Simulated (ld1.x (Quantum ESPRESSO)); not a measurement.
Varying the TM potential for indium (In)

Base potential:

* Element: indium
* Generator: ld1.x (Quantum ESPRESSO) 7.5
* Type: norm-conserving Troullier–Martins (Kleinman–Bylander form)
* Functional: LDA (PZ)
* Relativity: scalar-relativistic
* Frozen core: [Kr]
* Valence charge: 13
* Reference configuration: 4d10 5s2 5p1
* Partial waves: 5s (bound): rc 2.30 bohr; 5p (bound): rc 2.00 bohr; 4d (bound): rc 1.40 bohr
* Local potential: all-electron potential smoothed inside 1.50 bohr (lloc = -1)
* Core correction: Bessel-smoothed model core inside 1.15 bohr

All-electron outer shells of the reference configuration (LDA (PZ), scalar-relativistic, ld1.x):

| shell | level (eV) | outermost node (bohr) | outermost maximum (bohr) |
| --- | --- | --- | --- |
| 4s | -119.46 | 0.41 | 0.77 |
| 4p | -78.05 | 0.42 | 0.82 |
| 4d | -18.71 | 0.40 | 0.94 |
| 5s | -8.49 | 1.02 | 2.13 |
| 5p | -2.70 | 1.14 | 2.85 |

Cutoffs, loose and tight: the cutoffs (Ry, on a coarse ladder) from which the occupation-weighted sum of valence levels, in a spherical-Bessel basis at the reference potential, stays within 10 and 1 mRy of its value at 400 Ry. They do not see the model core or the augmentation charge, which bear on the density cutoff. Test errors are all-electron minus pseudo excitation energies from the reference, over the configurations 4d10 5s2 5p0; 4d10 5s1 5p0; 4d10 5s0 5p0; 4d9 5s0 5p0; 4d9 5s2 5p2; 4d10 5s1 5p2; 4d10 5s0 5p3 (two spin-polarised tests are not counted in the largest error). A dash means not determined; rows that change the core or the reference have their own tests. The largest error is taken over the tests solved by every variant that gives reliable tests at all: 4d10 5s0 5p0; 4d10 5s1 5p0; 4d10 5s1 5p2; 4d10 5s2 5p0; 4d9 5s0 5p0.

A true bound ghost makes a file unfit for plane-wave use even where its test errors are small: the radial tests pick states by their node count and pass the ghost by. Where a test does run into it, the solver fails or the error is huge.

| change | outcome | cutoff, loose | cutoff, tight | bound ghosts | largest test error (meV) |
| --- | --- | --- | --- | --- | --- |
| base | generated | 90 Ry | 140 Ry | s, p | -87 |
| reference 4d10 5s2 5p0.5 | generated | 90 Ry | 140 Ry | s, p | +24 over the solved tests; 2 of 9 tests not solved or not reliable |
| all radii but the core radius scaled by about 1.16 (s 2.68, p 2.32, d 1.62 bohr); local potential all-electron potential smoothed inside 1.74 bohr (lloc = -1) | generated | 80 Ry | 120 Ry | s | -234 |
| local potential all-electron potential smoothed inside 2.22 bohr (lloc = -1) | generated | 90 Ry | 140 Ry | none | -171 |
| wave 5s (bound): rc 2.30 bohr becomes 5s (bound): rc 3.52 bohr | generated | 90 Ry | 140 Ry | s | -1043 |
| core [Ar] 3d10, valence charge 21; reference 4s2 4p6 4d10 5s2 5p1; waves now 4s (bound): rc 1.20 bohr; 4p (bound): rc 1.55 bohr; 4d (bound): rc 1.00 bohr; local potential the d channel; core correction none | generated, misses its reference levels by 0.56 eV | 120 Ry | 200 Ry | none | -2236 |

**Question.** What comes out with this change to the base: wave 4d (bound): rc 1.40 bohr becomes 4d (bound): rc 0.98 bohr?

**Answer.** outcome: generated; cutoff, loose: 110 Ry; cutoff, tight: 140 Ry; bound ghosts: s, p; largest test error (meV): -85.

**Question.** What comes out with this change to the base: wave 5p (bound): rc 2.00 bohr becomes 5p (bound): rc 1.42 bohr?

**Answer.** outcome: generated; cutoff, loose: 160 Ry; cutoff, tight: 260 Ry; bound ghosts: p, s; largest test error (meV): -130.
